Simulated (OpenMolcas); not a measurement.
An OpenMolcas run meant for Mn3+ (ANO-R2, X2C; inactive shells 1s 2s 2p 3s 3p; intended active space 4 electrons in 5 orbitals (3d)). One step of its input:

```
&RASSCF
FileOrb=start.orb
Symmetry=1
Spin=5
nActEl=4 0 0
Inactive=3 6
Ras2=5 0
CIRoot=5 5 1
SDav=5
CIMx=300
Iter=56 100
PrWF=0.3
OrbListing=Nothing
MaxOrb=0
Atom
Thrs=1.0e-2 5.0e-1 5.0e-1
```

The run finished. Its levels beside those of a sound run (CASSCF), in cm⁻¹ above each run's lowest level:

```csv
Level,This run,Usual run
3d⁴ ⁵D₀,0.0,0.0
3d⁴ ⁵D₁,98.0,99.5
3d⁴ ⁵D₂,290,294
3d⁴ ⁵D₃,569,578
3d⁴ ⁵D₄,926,941
3d⁴ ³H₄,23530,23839
3d⁴ ³H₅,23736,24045
3d⁴ ³H₆,23968,24277
3d⁴ ³P₀(1),25400,25710
3d⁴ ³P₁(1),25987,26297
3d⁴ ³P₂(1),27046,27357
3d⁴ ³F₂(1),27113,27424
3d⁴ ³F₃(1),27181,27492
3d⁴ ³F₄(1),27294,27605
```

Q: Which setting is unsound, and how much does it matter here?

A: The convergence thresholds are far too loose, so the orbitals stop early. Against the sound run the excited levels shown move by 220 cm-1 on average and by 310 cm-1 at most.

Without dynamic correlation excited terms often stand tens of per cent too high (terms of higher spin than the ground term too low), and those without a measured partner can miss by more than the paired ones. Levels of configurations outside the active space are missing.

A number in round brackets counts repeated terms of one configuration in the order of the reference energies.
